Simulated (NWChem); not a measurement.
System meant: C₄H₄N, doublet; SMILES C1=C[N]C=C1

The following NWChem deck was run.

```
start job
memory heap 200 mb stack 900 mb global 1100 mb
geometry units angstroms noautoz
  C      0.688982     0.979917    -0.013661
  C      1.065936    -0.438201    -0.020837
  N     -0.002549    -1.264665    -0.000029
  C     -1.067741    -0.434031     0.020799
  C     -0.685143     0.982652     0.013672
  H      1.372391     1.837948    -0.025108
  H      2.092418    -0.839166    -0.042766
  H     -2.095845    -0.830870     0.042747
  H     -1.365168     1.843398     0.025161
end
basis spherical
  * library def2-svp
end
dft
  odft
  mult 3
  xc b3lyp
  iterations 150
  mulliken
end
task dft energy
```

End of the output:

```
 Summary of "ao basis" -> "" (spherical)
 ------------------------------------------------------------------------------
       Tag                 Description            Shells   Functions and Types
 ---------------- ------------------------------  ------  ---------------------
 *                          def2-svp                  on all atoms

                                 NWChem DFT Module
                                 -----------------

 Summary of "ao basis" -> "ao basis" (spherical)
 ------------------------------------------------------------------------------
       Tag                 Description            Shells   Functions and Types
 ---------------- ------------------------------  ------  ---------------------
 C                          def2-svp                 6       14   3s2p1d
 N                          def2-svp                 6       14   3s2p1d
 H                          def2-svp                 3        5   2s1p

 Summary of "ao basis" -> "ao basis" (spherical)
 ------------------------------------------------------------------------------
       Tag                 Description            Shells   Functions and Types
 ---------------- ------------------------------  ------  ---------------------
 C                          def2-svp                 6       14   3s2p1d
 N                          def2-svp                 6       14   3s2p1d
 H                          def2-svp                 3        5   2s1p

      Symmetry analysis of basis
      --------------------------

        a1         35
        a2         11
        b1         13
        b2         31

  number of electrons :                   35
  multiplicity        :                    3
 ------------------------------------------------------------------------
  no. of electrons and multiplicity not compatible                  35
 ------------------------------------------------------------------------
 ------------------------------------------------------------------------
  current input line :
    24: task dft energy
 ------------------------------------------------------------------------
 ------------------------------------------------------------------------
 There is an error in the input file
 ------------------------------------------------------------------------
 For more information see the NWChem manual at https://nwchemgit.github.io

0: no. of electrons and multiplicity not compatible:Received an Error in Communication
```

Q: What is wrong, and how is it mended?

A: The input was rejected before any calculation. Cause: the multiplicity doesn't fit the number of electrons (an even count wants an odd multiplicity, and the reverse). This input runs:
```
start job
memory heap 200 mb stack 900 mb global 1100 mb
geometry units angstroms noautoz
  C      0.688982     0.979917    -0.013661
  C      1.065936    -0.438201    -0.020837
  N     -0.002549    -1.264665    -0.000029
  C     -1.067741    -0.434031     0.020799
  C     -0.685143     0.982652     0.013672
  H      1.372391     1.837948    -0.025108
  H      2.092418    -0.839166    -0.042766
  H     -2.095845    -0.830870     0.042747
  H     -1.365168     1.843398     0.025161
end
basis spherical
  C library def2-svp
  N library def2-svp
  H library def2-svp
end
dft
  odft
  mult 2
  xc b3lyp
  iterations 150
  mulliken
end
task dft energy
```
It converges to -209.35746 Ha (B3LYP/def2-SVP, spin-unrestricted).
